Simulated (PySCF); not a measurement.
Job for PySCF: R-HF/3-21G on C2H10Si (a complex), monomers drawn apart or pushed together.

```python
from pyscf import gto, scf, dft, mp
from pyscf.data.elements import chemcore

mol = gto.M(
    atom='''
    Si   -0.26225026   -0.05828708    0.21814180
    H    -0.04980039    1.27412395    0.82569890
    H    -1.64617342   -0.50909630    0.48457646
    H     0.69436918   -1.02382723    0.80310152
    H    -0.04378069    0.02655886   -1.24399954
    C     0.95032509    0.27024779    4.72236808
    C    -0.49739037   -0.16956567    4.52682383
    H     1.44654486    0.43982705    3.76509695
    H     1.52474928   -0.48541247    5.26182376
    H     1.00867691    1.19926568    5.29283625
    H    -1.07299804    0.58570956    3.98794715
    H    -0.99420666   -0.33891860    5.48414431
    H    -0.55686444   -1.09958562    3.95793551
    ''',
    basis='3-21g',
    charge=0, spin=0, verbose=3, max_memory=1800)
mf = scf.RHF(mol)
mf.conv_tol = 1e-8
mf.max_cycle = 100
mf.kernel()
if not mf.converged:
    mf = mf.newton().run(mf.mo_coeff, mf.mo_occ)
```

It printed:

```
converged SCF energy = -368.480968873541
```

The run converged.

Cost: around 0.3 core-seconds (rough).
